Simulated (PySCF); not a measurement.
C4H9O, SMILES C1CC[OH+]C1, charge +1. Geometry optimised at PBE-D3(BJ)/def2-SVP. The isomer is the one that the SMILES or the coordinates give; other isomers of the formula were not compared. One conformer was computed; it need not be the lowest.

Computed equilibrium geometry at PBE-D3(BJ)/def2-SVP (PySCF confirms it by a frequency run) as Cartesian coordinates in Å (one conformer of several):
```xyz
14

C      0.0321    -1.2824    -0.0486
C      1.2139    -0.3356     0.2334
C      0.7656     0.9836    -0.3582
O     -0.7195     0.9811    -0.0199
C     -1.1910    -0.4470     0.2776
H      0.0226    -1.6019    -1.1102
H      0.0662    -2.1939     0.5788
H      2.1529    -0.6811    -0.2407
H      1.4011    -0.2337     1.3214
H      0.8418     1.0292    -1.4622
H      1.1707     1.8971     0.1130
H     -1.2785     1.4633    -0.6701
H     -2.0872    -0.6220    -0.3457
H     -1.4574    -0.4167     1.3498
```
Charge +1, spin multiplicity 1.
